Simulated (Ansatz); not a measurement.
`FC/C=C/[SiH3]` + H₂ → `C=CCF` + SiH₄ at 400 K and 1 bar (hydrogenolysis of a C–Si bond).

Computed with Ansatz on PBE0-D4/def2-TZVP structures; ΔE is electronic, products minus reactants. CCSD(T)/CBS adds triple-zeta CCSD(T) − MP2 to the extrapolated MP2 energy (def2 sets, frozen cores). This one scheme is used for every species. One conformer a species, not always the lowest.

```tsv
species	CCSD(T)/CBS energy (Eh)	H − E (kJ/mol)	S (J/(mol·K))
`FC/C=C/[SiH3]`	-507.20526	264.1	372.9
H₂	-1.17544	38.0	139.0
`C=CCF`	-216.92453	214.1	306.2
SiH₄	-291.46306	96.9	218.6
```

H − E and S are ideal-gas, rigid-rotor, harmonic terms from PBE0-D4/def2-TZVP, for one conformer and one mirror image of each species. For small species the MP2-based limit differs from directly extrapolated CCSD(T) by up to some mEh (0.8 for H₂); such offsets cancel only in part. 1 Eh = 2625.50 kJ/mol, R = 8.31446 J/(mol·K).

Task: By hand: ΔE, ΔH, ΔS and ΔG.

Result: ΔE = (-216.92453) + (-291.46306) − (-507.20526) − (-1.17544) = -0.00689 Eh = -18.1 kJ/mol. Δ(H − E) = 214.1 + 96.9 − 264.1 − 38.0 = 8.9, so ΔH = -9.2 kJ/mol. ΔS = 306.2 + 218.6 − 372.9 − 139.0 = 12.9 J/(mol·K). ΔG = -9.2 − 400 × (12.9)/1000 = -14.4 kJ/mol.

Task: By hand: the equilibrium constant, and the temperature at which ΔG would vanish if ΔH and ΔS stayed fixed.

Result: log₁₀ K = −ΔG/(RT ln 10) = 1.9. ΔH and −TΔS have one sign here, so there is no such temperature.

TΔS isn't small against ΔH here. A doubt of 5 kJ/mol in ΔE shifts log₁₀ K by 0.7 here. Other conformers and mirror images would add mixing entropy, several J/(mol·K) or more a flexible species. These are equilibria of isolated gas molecules and say nothing of rates. Largest T1 diagnostic: 0.011 (customary marks: 0.02 for closed shells, 0.045 for open ones).

ΔS is within the doubt of such terms, so its sign, and with it that verdict, could turn.
